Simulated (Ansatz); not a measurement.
```xyz
13

C    -1.541   -1.336   -0.526
Ga   -0.117   -0.054   -0.045
Si    1.584    0.470   -1.691
Si   -0.090    0.868    2.196
H    -2.456   -1.166    0.044
H    -1.770   -1.312   -1.593
H    -1.186   -2.344   -0.288
H     2.553    1.503   -1.234
H     0.968    0.954   -2.960
H     2.362   -0.759   -2.026
H    -1.372    1.573    2.491
H     1.020    1.831    2.431
H     0.044   -0.228    3.201
```

Total charge 0; spin multiplicity 1.

(1) List the PBE0/def2-TZVPP orbital energies in eV (Ansatz 0.2.0). (Best estimate.)

Results:

(1) Ansatz gave: Occupied: -10147.10, -1802.24, -1802.24, -1252.99, -1109.17, -1109.07, -1109.05, -277.82, -151.21, -144.61, -144.61, -104.24, -103.95, -103.90, -99.26, -99.26, -99.26, -99.26, -99.25, -99.25, -23.31, -23.20, -23.17, -23.05, -22.98, -19.15, -15.09, -14.74, -11.29, -11.29, -11.18, -9.75, -9.70, -9.65, -9.58, -7.67, -7.04. Lowest empty: -2.11, 0.13, 0.40, 0.91, 1.18, 1.45, 1.51, 1.77.
